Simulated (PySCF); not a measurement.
NMR data simulated for an unnamed compound:

¹H NMR (400 MHz, computed): δ 2.32 (m, 2H), 2.30 (m, 2H), 1.95 (m, 1H), 1.78 (m, 2H), 1.73 (m, 2H), 1.58 (m, 1H), 0.92 (m, 1H).

¹³C{¹H} NMR (computed): δ 136.8 (C), 47.5 (CH), 43.3 (CH), 36.9 (CH2), 36.1 (CH2), 30.3 (CH2).

[PySCF 2.14: GIAO PBE0/pcSseg-1 shieldings; coordinates at the GFN2-xTB level; rapidly exchanging positions averaged; one computed conformer; no solvent model; no relativistic terms]

Chemical shifts δ = σref − σ; TMS for ¹H (σref 31.72), ¹³C (σref 186.93), all at this level.

Q: Which of these does the molecule contain: an ester, an N-methyl group, a vinyl group CH=CH2, a CF3 group?

A: 
- An ester: no.
- An N-methyl group: no.
- A vinyl group CH=CH2: no.
- A CF3 group: yes (δC 136.8).

The data belong to SMILES FC(F)(F)C[C@H]1[C@@H]2CC[C@H]1C2, C8H11F3; they needn't prove each group on their own.

Carbon signals by region: 1 in the sp2 and nitrile region (100–160 ppm), 5 below 50 ppm.

Splittings by ¹⁹F in the carbon and heteronuclear signals aren't shown, as no couplings were computed. Shifts are as computed. Against solution values, carbons near 30 ppm lie about +3 ppm off and those near 130 ppm about +5 ppm. Of 1211 compounds with measured shifts, 218 miss one by over three times the rms of a fit or turn the order of signals round; such compounds aren't used in these exercises. Multiplicities follow the n + 1 count of equivalent neighbours, as no J values were calculated; m marks all less simple cases, F and P coupling included.
